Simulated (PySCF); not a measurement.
# LiBi and its ions

PBE0; basis Li def2-SVPD, Bi def2-SVPD with ECP60; scalar-relativistic core potentials; PySCF 2.14. Neutral (UKS): triplet (π ↑↑), Re = 2.683 Å, ωe = 374 cm⁻¹, De = 1.43 eV, HOMO -4.52 eV, LUMO -1.97 eV.

LiBi⁺ (UKS): quartet (σ ↑, π ↑↑), Re = 3.049 Å, ωe = 190 cm⁻¹. The energies at the minima are -222.12561 hartree for LiBi and -221.89056 for LiBi⁺.

Task: Work out the adiabatic ionisation energy, without and with harmonic zero-point energies (1 hartree = 27.2114 eV, 1 eV = 8065.5 cm⁻¹), and the change of the bond length.

Result: At PBE0: 0.23505 hartree = 6.396 eV between the minima; the zero-point term (190.0 − 374.0)/2 cm⁻¹ = -0.011 eV makes it 6.385 eV. Re changes by +36.6 pm against the neutral. The electron leaves a σ orbital, and the ion is left as a loose complex of an ion and an atom.

Spin–orbit coupling is left out, which matters for elements this heavy, above all for dissociation energies. States were picked by a PBE0 search and need not be the measured ground states.
